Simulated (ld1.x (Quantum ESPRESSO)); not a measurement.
## Before and after: TM potential for Tm

* Element: thulium (Tm)
* Generator: ld1.x (Quantum ESPRESSO) 7.5
* Type: norm-conserving Troullier–Martins (Kleinman–Bylander form)
* Functional: PBEsol
* Relativity: scalar-relativistic
* Frozen core: [Xe]
* Valence charge: 15
* Reference configuration: 4f13 5d1 6s1 6p0
* Partial waves: 6s (bound): rc 3.25 bohr; 6p (bound, empty): rc 4.20 bohr; 5d (bound): rc 2.10 bohr; 4f (bound): rc 1.00 bohr
* Local potential: all-electron potential smoothed inside 3.10 bohr (lloc = -1)
* Core correction: none

Change: local potential all-electron potential smoothed inside 1.62 bohr (lloc = -1).

Cutoffs: the cutoffs (Ry, on a coarse ladder) from which the occupation-weighted sum of valence levels, in a spherical-Bessel basis at the reference potential, stays within 10 and 1 mRy of its value at 400 Ry; they do not see the model core or the augmentation charge, which bear on the density cutoff. Errors are all-electron minus pseudo energies relative to the spin-unpolarised reference configuration.

Question: What does the change do?

Answer: A bound ghost appears in p, s, which as a rule spoils a file; the number of tests that count goes from 7 to 5; the errors of the 5 common tests hardly move; the range in which the d phases agree widens (upper end 0.7 → 3.0); the range in which the f phases agree widens (upper end 0.5 → 2.3). In the separable form a ghost depends on how the local part lies against the semilocal potential of the channel, so the choice of the local part can create or remove one.

| quantity | base | changed |
| --- | --- | --- |
| cutoff, loose | over 300 Ry | over 300 Ry |
| cutoff, tight | over 300 Ry | over 300 Ry |
| bound ghosts | none | s, p |
| tests counted (converged, no solver errors) | 7 of 7 | 5 of 7 |
| error for 4f13 5d0 6s2 6p0, meV [ΔE -3.11 eV] | +9.1 | +9.2 |
| error for 4f13 5d0 6s1 6p0, meV [ΔE 3.36 eV] | +24 | +21 |
| error for 4f13 5d0 6s0 6p0, meV [ΔE 15.34 eV] | +210 | +213 |
| error for 4f13 5d1 6s0 6p0, meV [ΔE 6.06 eV] | +16 | +17 |
| error for 4f13 5d0.5 6s1.5 6p0, meV [ΔE -1.56 eV] | +2.9 | +3.0 |
| s: phases at 4.53 bohr within 0.05 rad from the reference energy up to (Ry; the scan ends near 5) | 0.4 | 0.7 |
| p: phases at 4.53 bohr within 0.05 rad from the reference energy up to (Ry; the scan ends near 5) | 0.6 | 1.0 |
| d: phases at 4.53 bohr within 0.05 rad from the reference energy up to (Ry; the scan ends near 5) | 0.7 | 3.0 |
| f: phases at 4.53 bohr within 0.05 rad from the reference energy up to (Ry; the scan ends near 5) | 0.5 | 2.3 |

Base: ld1.x printed “convergence not achieved” for 4 of the counted tests; their residual had stalled under 1e-8, short of the target of 1e-14. Changed file: Tests not counted: 4f12 5d0 6s2 6p0 (solver errors, printed error -2450 eV); 4f13 5d0 6s0 6p2 (solver errors, printed error -7.7 eV). ld1.x printed “convergence not achieved” for 3 of the counted tests; their residual had stalled under 1e-8, short of the target of 1e-14. A true bound ghost makes a file unfit for plane-wave use even where its test errors are small: the radial tests pick states by their node count and pass the ghost by. Where a test does run into it, the solver fails or the error is huge.
